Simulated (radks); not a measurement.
Ru I, configuration [Kr] 4d7 5s1. Method: scalar-relativistic Kohn-Sham, PBE, spin-polarised, spherical densities, point nucleus; open shells are filled with parallel spins first (spin-orbit coupling, left out, can overturn this in heavy ions); hard spherical wall at 10 bohr; computed with a radial shooting solver on a logarithmic mesh with Libxc functionals.

Radial electron density D(r) = 4 pi r^2 rho(r):

r (bohr)  D(r) (e/bohr)   spin D(r)
0.001139          1.241    0.000129
0.001316          1.605    0.000166
0.001519          2.071    0.000214
0.001755          2.664    0.000275
0.002027          3.417    0.000352
0.00234           4.365    0.000449
0.002703          5.554    0.000570
0.003122          7.030    0.000720
0.003605          8.849    0.000902
0.004163          11.06     0.00112
0.004808          13.73     0.00138
0.005553          16.89     0.00169
0.006413          20.57     0.00203
0.007406          24.76     0.00241
0.008554          29.41     0.00280
0.009878          34.40     0.00319
0.01141           39.54     0.00353
0.01318           44.55     0.00376
0.01522           49.08     0.00383
0.01757           52.73     0.00365
0.02029           55.10     0.00317
0.02344           55.95     0.00235
0.02707           55.20     0.00122
0.03126           53.17  -0.0000599
0.0361            50.53    -0.00114
0.04169           48.30    -0.00146
0.04815           47.64   -0.000154
0.05561           49.43     0.00392
0.06422           53.85      0.0122
0.07417           60.03      0.0264
0.08566           66.08      0.0485
0.09892           69.60      0.0809
0.1152            68.56       0.129
0.133             62.89       0.190
0.1536            54.73       0.265
0.1774            47.62       0.348
0.2049            44.77       0.425
0.2366            46.96       0.469
0.2732            51.70       0.453
0.3156            54.49       0.361
0.3644            51.66       0.209
0.4209            42.83      0.0550
0.4861            31.07     -0.0103
0.5613            20.80      0.0949
0.6483            14.91       0.403
0.7487            13.37       0.871
0.8647            13.93        1.38
0.9986            14.12        1.79
1.153             12.77        1.99
1.332             10.20        1.98
1.538             7.353        1.82
1.776             4.967        1.57
2.052             3.272        1.30
2.369             2.161        1.04
2.736             1.432       0.794
3.16             0.9303       0.574
3.649            0.5738       0.383
4.215            0.3268       0.231
4.868            0.1682       0.124
5.621           0.07668      0.0588
6.492           0.02986      0.0236
7.498          0.009190     0.00738
8.659          0.001717     0.00139

D(r) has 4 maxima, at r = 0.0234, 0.104, 0.318, 0.952 bohr, and minima at 0.0470, 0.207, 0.749 bohr, inside which lie 2.03, 11.14, 29.11 electrons.
